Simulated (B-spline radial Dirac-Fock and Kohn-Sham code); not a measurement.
ΔSCF core binding energies without Breit or QED terms, calculated with a radial B-spline solver.

A sound run for neutral gallium in the configuration [Ar] 3d10 4s2 4p1: The ground state converged in 11 iterations, with total energy -1942.56375 Ha, virial ratio 1.98003 and highest orbital energy -5.60 eV. ΔSCF binding energies: K (1s) 10396.0 eV, L3 (2p3/2) 1126.0 eV, M5 (3d5/2) 24.79 eV.

A second run, with one unsound setting: The ground state had not converged after 5 iterations, with total energy -1942.56374 Ha, virial ratio 1.98006 and highest orbital energy -5.59 eV. ΔSCF binding energies: K (1s) 10396.0 eV, L3 (2p3/2) 1126.0 eV, M5 (3d5/2) 24.79 eV (not all states converged, so these are not final).

```
iter   energy (Ha)        error
   1    -1942.04141404  1.13e+00
   2    -1942.46674681  8.19e-02
   3    -1942.56256461  2.47e-02
   4    -1942.56346847  1.12e-02
   5    -1942.56374430  1.05e-03
```

Problem. Which fault fits the second run best?
A. too few iterations
B. box too small
C. overfilled shell
D. too few quadrature points

Solution. A. The input had maxit = 5: maxit ends the run before self-consistency.
